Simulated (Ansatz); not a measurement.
Basis-set extrapolation for C3HF5 (`FC(F)=CC(F)(F)F`) (PBE0-D4/def2-TZVP geometry, frozen core, Ansatz 0.2.0). Multiplicity 1, RHF reference.

```csv
,def2-TZVPP,def2-QZVPP
HF,-611.626149,-611.652243
MP2 correlation,-1.694911,-1.846083
CCSD(T) correlation,-1.764649,not run
```

Energies in hartree. Use E(X) = E(∞) + A·exp(−7.88·√X) for Hartree–Fock and E(X) = E(∞) + B·X^(−2.97) for correlation, with X = 3 and 4, and add CCSD(T) minus MP2 of the smaller set to the MP2 limit.

Problem. What is the CCSD(T) energy at the basis-set limit?

Solution. HF limit: -611.652243 + (-0.026094) × 0.13774 = -611.65584. MP2 limit: -1.846083 + (-0.151172) × 0.74074 = -1.95806. Higher-order term: -1.764649 − (-1.694911) = -0.06974. Total: -613.68364 hartree, 7.97 eV below CCSD(T)/def2-TZVPP.
